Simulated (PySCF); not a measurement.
Species: C₅H₁₀GeO.
SMILES with atom numbers: `[OH:1][CH2:2][C@H:3]1[CH:4]=[CH:5][CH2:6][GeH2:7]1` (hydrogens: H8 on O1; H9, H10 on C2; H11 on C3; H12 on C4; H13 on C5; H14, H15 on C6; H16, H17 on Ge7)

Level of theory: PBE0-D3(BJ)/def2-SVP geometry optimisation, gas phase in PySCF 2.14.0.

Question: Give the optimised bond lengths and angles.

Answer: 
```tsv
bond	length (bohr)	order
O1–C2	2.654	single
C2–C3	2.874	single
C3–C4	2.850	single
C4=C5	2.534	double
C5–C6	2.841	single
C6–Ge7	3.717	single
C3–Ge7	3.750	single
O1–H8	1.817	single
C2–H9	2.095	single
C2–H10	2.100	single
C3–H11	2.084	single
C4–H12	2.073	single
C5–H13	2.073	single
C6–H14	2.084	single
C6–H15	2.081	single
Ge7–H16	2.907	single
Ge7–H17	2.921	single
```

Orders are formal, as drawn. A selection of angles:
```tsv
angle	degrees
C2–O1–H8	109.1
O1–C2–C3	108.2
O1–C2–H9	111.7
O1–C2–H10	111.1
C3–C2–H9	109.2
C3–C2–H10	109.7
H9–C2–H10	106.9
C2–C3–C4	112.7
C2–C3–Ge7	112.7
C2–C3–H11	108.3
C4–C3–Ge7	100.7
C4–C3–H11	110.8
Ge7–C3–H11	111.5
C3–C4–C5	120.8
C3–C4–H12	118.7
C5–C4–H12	120.4
C4–C5–C6	120.4
C4–C5–H13	120.2
C6–C5–H13	119.4
C5–C6–Ge7	101.6
C5–C6–H14	110.9
C5–C6–H15	112.4
Ge7–C6–H14	111.3
Ge7–C6–H15	113.3
H14–C6–H15	107.3
C6–Ge7–H16	116.6
C6–Ge7–H17	110.8
C3–Ge7–C6	93.4
C3–Ge7–H16	115.9
C3–Ge7–H17	110.4
H16–Ge7–H17	108.9
```

Torsions: O1–C2–C3–C4 -66° (synclinal); C2–C3–C4–C5 108° (anticlinal); C3–C4–C5–C6 1° (synperiplanar); C4–C5–C6–Ge7 11° (synperiplanar); C5–C6–Ge7–C3 -15° (synperiplanar); C2–C3–Ge7–C6 -105° (anticlinal); H8–O1–C2–C3 -178° (antiperiplanar).

The 5-membered ring C3–C4–C5–C6–Ge7 has internal angles of 93.4° to 120.8°; it is puckered, 0.09 Å rms from its mean plane, widest ring torsion 15°. The C–C distances run from 1.341 Å (C4=C5, drawn double) to 1.521 Å (C2–C3, drawn single), a spread of 0.180 Å. Ge7 (germanium bonded to 2 C and 2 H) has angles from 93.4° to 116.6°. O1 (alcohol oxygen) is bent (angle 109.1°).

Point group: C1 (no symmetry element, even within 0.4 Å). No frequency check. The numbers are those of one conformer (H–O1–C2–C3 -178°, O1–C2–C3–C4 -66°, C2–C3–C4–C5 108°, C4–C5–C6–Ge7 11°, C5–C6–Ge7–C3 -15°, C2–C3–Ge7–C6 -105°).
